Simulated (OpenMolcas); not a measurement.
A run on Ta4+ with 6 ligands (water) in octahedral coordination (Th) at 2.11 Å. Ligand basis ANO-RCC-VDZP.
```
Ta    0.0000    0.0000    0.0000
O     2.1100    0.0000    0.0000
H     2.6870    0.7797    0.0000
H     2.6870   -0.7797    0.0000
O     0.0000    2.1100    0.0000
H     0.0000    2.6870    0.7797
H     0.0000    2.6870   -0.7797
O    -2.1100    0.0000    0.0000
H    -2.6870    0.7797    0.0000
H    -2.6870   -0.7797    0.0000
O     0.0000   -2.1100    0.0000
H     0.0000   -2.6870    0.7797
H     0.0000   -2.6870   -0.7797
O     0.0000    0.0000    2.1100
H     0.7797    0.0000    2.6870
H    -0.7797    0.0000    2.6870
O     0.0000    0.0000   -2.1100
H     0.7797    0.0000   -2.6870
H    -0.7797    0.0000   -2.6870
```

```
Program             : OpenMolcas
Method              : CASSCF
Basis               : ANO-RCC-VDZP [7s6p4d2f1g]
Scalar Hamiltonian  : DKH2, point nucleus
Active space        : 1 electron in 5 orbitals (5d)
State averaging     : 2S+1 = 2 even, 5 roots
Spin-orbit coupling : RASSI with atomic mean-field integrals over the reference wave functions
```

212 basis functions. Blocks (2S+1, parity, CSFs, roots kept): 2, even, 5, 5.

Question: How long do the RASSCF and RASSI steps take on 1 thread of Arm Neoverse V2 (shared host)?

Answer: About 32 s of wall time, without the integral step.
